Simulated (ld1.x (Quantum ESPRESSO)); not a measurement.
## Pseudopotential generation for chromium: TM semilocal, PW91, scalar-relativistic.

| Quantity | Value |
| --- | --- |
| Element | Cr (Z = 24) |
| Generator | ld1.x (Quantum ESPRESSO) 7.5 |
| Type | norm-conserving Troullier–Martins (semilocal form) |
| Functional | PW91 |
| Relativity | scalar-relativistic |
| Frozen core | [Ne] |
| Valence charge | 14 |
| Reference configuration | 3s2 3p6 3d5 4s0.5 4p0 (charge +0.5) |
| Partial waves | 3s (bound): rc 1.15 bohr; 3d (bound): rc 2.05 bohr; 3p (bound): rc 1.05 bohr |
| Local potential | the p channel |
| Core correction | none |

Occupied shells without a wave of their own: 4s. They enter only through the test configuration that unscreens the potential.

All-electron outer shells of the reference configuration (PW91, scalar-relativistic, ld1.x):

```csv
shell,level (eV),outermost node (bohr),outermost maximum (bohr)
2p,-564.21,–,0.20
3s,-77.28,0.36,0.78
3p,-48.79,0.33,0.80
4s,-6.90,1.12,2.64
3d,-6.27,–,0.84
4p,-3.40,1.24,3.52
```

Results:

* Cutoffs needed: 110 Ry and 180 Ry (the cutoffs (Ry, on a coarse ladder) from which the occupation-weighted sum of valence levels, in a spherical-Bessel basis at the reference potential, stays within 10 and 1 mRy of its value at 400 Ry)
* Ghost test: no extra level below or beside the all-electron valence levels (s, d, p tested); the semilocal form is local in each channel, so this says nothing of the separable form that plane-wave codes build from it (spherical-Bessel basis up to 400 Ry, 20 bohr box)
* Largest excitation error: -244 meV (all-electron minus pseudo) for 3s2 3p6 3d3 4s0 4p0, out of 7 test configurations

Generation and tests took about 3.1 s on one core of a shared server CPU.
